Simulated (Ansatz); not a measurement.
Ta2Te4⁺. Total charge 1; doublet. Geometry r2SCAN-D4/def2-SVP, that of the neutral singlet; atoms count from 1.

```xyz
6

Ta   -1.067   -1.387   -1.140
Ta    0.380    0.201    0.047
Te    1.071   -2.529   -0.136
Te    0.366    0.565    2.777
Te   -0.503    2.574    1.129
Te   -0.247    0.576   -2.677
```

In the def2 sets Ta, Te take a core potential; there is no spin–orbit coupling. The structure comes from a short search, and lower isomers may exist.

**Question.** Estimate the Mulliken populations from the PBE0/def2-TZVP orbitals of Ansatz.

**Answer.** 
```
atom  charge (e)  spin (α − β)  d electrons
 Ta1        0.54         -0.16         3.36
 Ta2        0.58         -0.04         3.32
 Te3       -0.11          0.12            –
 Te4        0.04          0.48            –
 Te5        0.04          0.48            –
 Te6       -0.11          0.11            –
```
Mulliken values depend strongly on the basis.

**Question.** Where does the spin sit?

**Answer.** Summed by element: Ta -0.20, Te 1.20, of 1 unpaired in all. Largest on single atoms: Te4 0.48, Te5 0.48, Ta1 -0.16.

**Question.** And the Mayer bond orders between heavy atoms (over 0.3)?

**Answer.** Ta1–Ta2 2.08 (2.45 Å); Ta1–Te3 1.57 (2.62 Å); Ta1–Te6 1.56 (2.62 Å); Ta2–Te3 0.92 (2.82 Å); Ta2–Te4 0.85 (2.75 Å); Ta2–Te5 0.85 (2.75 Å); Ta2–Te6 0.93 (2.82 Å); Te4–Te5 1.43 (2.74 Å).
